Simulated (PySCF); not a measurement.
# Dipole response of Nb (niobium, neutral)

[Kr] 4d3 5s2, high-spin 4F determinant (an excited configuration). Computed with PySCF 2.14 in aug-cc-pVTZ-PP with ECP28MDF, with scalar relativity through the core potential. Coupled (time-dependent) response in atomic units; α is the mean over directions.

```json
{"method": "wB97X", "mean α (bohr³)": "101.5", "C₆ (like pair)": "1325", "S(−4)": "4330"}
{"method": "B3LYP", "mean α (bohr³)": "100.7", "C₆ (like pair)": "1301", "S(−4)": "4520"}
```

S(−4) is the Cauchy moment in α(ω) = α(0) + S(−4) ω² + …

Spin-orbit coupling is absent.

α(iu) at wB97X:

```
u (hartree)  α(iu) (bohr³)
          0          101.5
     0.0500          91.82
      0.100          72.39
      0.200          41.83
      0.300          26.58
      0.500          14.13
      0.750          8.422
       1.00          5.790
       1.50          3.321
       2.00          2.166
       3.00          1.120
       5.00         0.4497
```

Energies and moments cover only the electrons outside the core potential.
